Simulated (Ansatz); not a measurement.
Species: [Zr(F)4] (charge 0, multiplicity 1), formula F₄Zr.

### Question
How many basis functions does frozen-core CCSD(T)/def2-TZVPP // r2SCAN-D4/def2-SVP run with Ansatz (a first-principles code) use, how many core orbitals are frozen, and how many electrons are correlated?

### Answer
180 basis functions and 4 frozen orbitals, which leaves 40 correlated electrons. Core time is of the order of minutes.
